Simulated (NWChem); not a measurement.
System: SnClF, singlet; SMILES [F][Sn][Cl]

Input file for NWChem:

```
start job
memory heap 200 mb stack 900 mb global 1100 mb
geometry units angstroms noautosym nocenter noautoz
  Sn    -0.343846     0.445079     0.000000
  F      1.439574     1.241775     0.000000
  Cl     0.331746    -1.843791     0.000000
end
basis spherical
  * library def2-svpd
end
ecp
  Sn library def2-ecp
end
dft
  xc xpbe96 cpbe96
  iterations 150
end
property
  response 1 0.0
end
task dft property
```

Low-valent species are run as closed-shell singlets; no triplet was tried in these runs. The geometry was optimised at PBE0/def2-SVP. Not confirmed as a minimum by frequencies. def2 effective core potentials on Sn; no spin-orbit coupling.

Static field.

Give the results of this calculation. (PBE/def2-SVPD with def2 effective core potentials on Sn.) Quantities: isotropic polarisability (bohr³); anisotropy (bohr³).

The isotropic polarisability (bohr³) comes out as 55.7. The anisotropy (bohr³) is 25.8.
